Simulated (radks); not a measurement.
Problem. The lithium anion Li-, 4 electrons, occupied as [He] 2s2. All-electron calculation, non-relativistic Kohn-Sham, PBE, spin-polarised, spherical densities, point nucleus; hard spherical wall at 3.5 bohr. Program: a radial shooting solver on a logarithmic mesh with Libxc functionals. Some entries of the table are withheld. Estimate them.

| orbital | occ. | eigenvalue (hartree) | <r> (bohr) | r(max) (bohr) |
|---|---|---|---|---|
| 1s | 2 | (1) | 0.6046 | 0.3665 |
| 2s | 2 | 0.74072 | (2) | 2.121 |
| 2p | 0 | 0.80681 | 1.940 | 2.003 |
| 3d | 0 | (3) | (4) | (5) |
| 3s | 0 | 2.49520 | 1.897 | (6) |

Solution. 
(1) 1s eigenvalue (hartree): -1.09270
(2) 2s <r> (bohr): 2.001
(3) 3d eigenvalue (hartree): 1.40877
(4) 3d <r> (bohr): 2.224
(5) 3d r(max) (bohr): 2.301
(6) 3s r(max) (bohr): 2.774
